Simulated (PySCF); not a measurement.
C9H10O2.
Numbering: `[CH3:1][O:2]/[CH:3]=[C:4]1/[CH:5]=[CH:6][C:7]([C:8]([CH3:9])=[O:10])=[CH:11]1` (hydrogens: H12, H13, H14 on C1; H15 on C3; H16 on C5; H17 on C6; H18, H19, H20 on C9; H21 on C11)

A GFN2-xTB structure was refined with PySCF 2.14.0, PBE0-D3(BJ)/def2-SVP geometry optimisation, gas phase. Its GFN2-xTB values:

| coordinate | GFN2-xTB |
| --- | --- |
| C1–O2 | 1.412 Å |
| C1–H12 | 1.093 Å |
| O2–C3 | 1.327 Å |
| C3=C4 | 1.355 Å |
| C3–H15 | 1.086 Å |
| C4–C5 | 1.459 Å |
| C4–C11 | 1.446 Å |
| C5=C6 | 1.345 Å |
| C5–H16 | 1.073 Å |
| C6–C7 | 1.452 Å |
| C6–H17 | 1.073 Å |
| C7–C8 | 1.464 Å |
| C7=C11 | 1.366 Å |
| C8–C9 | 1.515 Å |
| C9–H18 | 1.087 Å |
| C11–H21 | 1.072 Å |
| O2–C3–C4 | 132.8° |
| C3–C4–C5 | 121.0° |
| C4–C11–C7 | 108.2° |
| C5–C4–C11 | 105.8° |
| C6–C7–C11 | 108.5° |
| C7–C8–C9 | 116.1° |
| C7–C8–O10 | 122.2° |
| C8–C7–C11 | 128.3° |

How do these coordinates change at the PBE0-D3(BJ)/def2-SVP level?

```json
{"coordinate": "C5–H16", "PBE0-D3(BJ)/def2-SVP (Å or °)": "1.090", "change": "+0.017"}
{"coordinate": "C6–H17", "PBE0-D3(BJ)/def2-SVP (Å or °)": "1.089", "change": "+0.016"}
{"coordinate": "C11–H21", "PBE0-D3(BJ)/def2-SVP (Å or °)": "1.086", "change": "+0.014"}
{"coordinate": "C5=C6", "PBE0-D3(BJ)/def2-SVP (Å or °)": "1.358", "change": "+0.013"}
{"coordinate": "C7–C8", "PBE0-D3(BJ)/def2-SVP (Å or °)": "1.476", "change": "+0.012"}
{"coordinate": "C3=C4", "PBE0-D3(BJ)/def2-SVP (Å or °)": "1.366", "change": "+0.011"}
{"coordinate": "O2–C3", "PBE0-D3(BJ)/def2-SVP (Å or °)": "1.317", "change": "-0.010"}
{"coordinate": "C9–H18", "PBE0-D3(BJ)/def2-SVP (Å or °)": "1.097", "change": "+0.010"}
{"coordinate": "C4–C11", "PBE0-D3(BJ)/def2-SVP (Å or °)": "1.455", "change": "+0.009"}
{"coordinate": "C3–H15", "PBE0-D3(BJ)/def2-SVP (Å or °)": "1.095", "change": "+0.009"}
{"coordinate": "C1–H12", "PBE0-D3(BJ)/def2-SVP (Å or °)": "1.101", "change": "+0.008"}
{"coordinate": "C7=C11", "PBE0-D3(BJ)/def2-SVP (Å or °)": "1.374", "change": "+0.008"}
{"coordinate": "C4–C5", "PBE0-D3(BJ)/def2-SVP (Å or °)": "1.463", "change": "+0.004"}
{"coordinate": "C8–C9", "PBE0-D3(BJ)/def2-SVP (Å or °)": "1.511", "change": "-0.004"}
{"coordinate": "C6–C7", "PBE0-D3(BJ)/def2-SVP (Å or °)": "1.455", "change": "+0.003"}
{"coordinate": "C1–O2", "PBE0-D3(BJ)/def2-SVP (Å or °)": "1.409", "change": "-0.003"}
{"coordinate": "C7–C8–C9", "PBE0-D3(BJ)/def2-SVP (Å or °)": "118.0", "change": "+1.9"}
{"coordinate": "C7–C8–O10", "PBE0-D3(BJ)/def2-SVP (Å or °)": "120.7", "change": "-1.5"}
{"coordinate": "O2–C3–C4", "PBE0-D3(BJ)/def2-SVP (Å or °)": "131.4", "change": "-1.4"}
{"coordinate": "C4–C11–C7", "PBE0-D3(BJ)/def2-SVP (Å or °)": "107.5", "change": "-0.7"}
{"coordinate": "C8–C7–C11", "PBE0-D3(BJ)/def2-SVP (Å or °)": "127.6", "change": "-0.7"}
{"coordinate": "C3–C4–C5", "PBE0-D3(BJ)/def2-SVP (Å or °)": "120.3", "change": "-0.7"}
{"coordinate": "C6–C7–C11", "PBE0-D3(BJ)/def2-SVP (Å or °)": "109.2", "change": "+0.7"}
{"coordinate": "C5–C4–C11", "PBE0-D3(BJ)/def2-SVP (Å or °)": "106.4", "change": "+0.6"}
```

The energy falls by 5.4 kJ/mol over 7 energy and gradient evaluations, the largest force component goes from 0.0160 to 2.3e-04 Eh/bohr, and the atoms move by 0.030 Å rms after alignment. Among the bonds, C5–H16 and C6–H17 change most and about equally (+0.016 to +0.017 Å). Bonds longer at the end by more than 0.005 Å: 15 of 21; shorter: 1. Rotational constants go from 2253, 634.9, 498.4 to 2238, 633.8, 497.0 MHz.

The run used 204 basis functions and 53 SCF cycles in all.

Not checked by PBE0-D3(BJ)/def2-SVP frequencies. The numbers are those of one conformer.

Conformer computed: `[CH3:1][O:2]/[CH:3]=[C:4]1/[CH:5]=[CH:6][C:7]([C:8]([CH3:9])=[O:10])=[CH:11]1`: C1–O2–C3–C4 0°, C6–C7–C8–C9 180°.
